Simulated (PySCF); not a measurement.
Nuclear quadrupole coupling in SiH3(NHiPr)

Species: SiH3(NHiPr), C₃H₁₁NSi.
Structure used (PBE0-D3(BJ)/def2-SVP), in Å, numbered top down from 1:
```xyz
16
C3H11NSi angstrom
Si    -0.220    1.934    0.758
H      1.061    1.794    1.533
H      0.104    2.765   -0.442
H     -1.203    2.663    1.614
N     -0.998    0.444    0.330
C     -0.404   -0.687   -0.367
C      0.258   -1.674    0.593
C      0.574   -0.204   -1.427
H     -1.770    0.176    0.930
H     -1.218   -1.221   -0.892
H      1.099   -1.195    1.120
H      0.644   -2.559    0.061
H     -0.459   -2.024    1.352
H      1.429    0.324   -0.970
H      0.983   -1.053   -1.995
H      0.085    0.484   -2.132
```

Field gradients from the PBE0/pcSseg-1 density (PySCF, non-relativistic), principal values in atomic units, ordered |Vxx| ≤ |Vyy| ≤ |Vzz|:

```tsv
atom	Vxx	Vyy	Vzz
N5	0.3872	0.6974	-1.0846
```

Q: Find the asymmetry η = (Vxx − Vyy)/Vzz and the couplings χ = eQV/h (234.96 MHz × Q in barn × V in au), with Q(14N) = 0.02044 b.

A: 
```tsv
atom	environment	nucleus	η	χzz (MHz)	χxx (MHz)	χyy (MHz)
N5	nitrogen bonded to C, Si and H	14N	0.29	-5.21	1.86	3.35
```

The tensor is traceless: Vxx + Vyy + Vzz = 0.

Q: What is Vzz at N5 in SI units (1 au = 9.71736 × 10²¹ V/m²)?

A: -1.0846 au = -10.539 × 10²¹ V/m².

Q: What couplings would deuterons (Q(2H) = 0.00286 b) have in place of the hydrogens, at this geometry?

A: 
```csv
atom,bonded to,bond length (Å),Vzz (au),η,χzz (kHz)
H2,Si1,1.503,0.1334,0.03,90
H3,Si1,1.495,0.1386,0.04,93
H4,Si1,1.494,0.1398,0.05,94
H9,N5,1.014,0.4066,0.20,273
H10,C6,1.107,0.2726,0.03,183
H11,C7,1.102,0.2886,0.02,194
H12,C7,1.102,0.2909,0.02,195
H13,C7,1.101,0.2920,0.03,196
H14,C8,1.104,0.2847,0.03,191
H15,C8,1.100,0.2943,0.03,198
H16,C8,1.100,0.2923,0.01,196
```

Isolated species at its PBE0-D3(BJ)/def2-SVP geometry (one conformer only). The small basis limits the accuracy of the gradients.
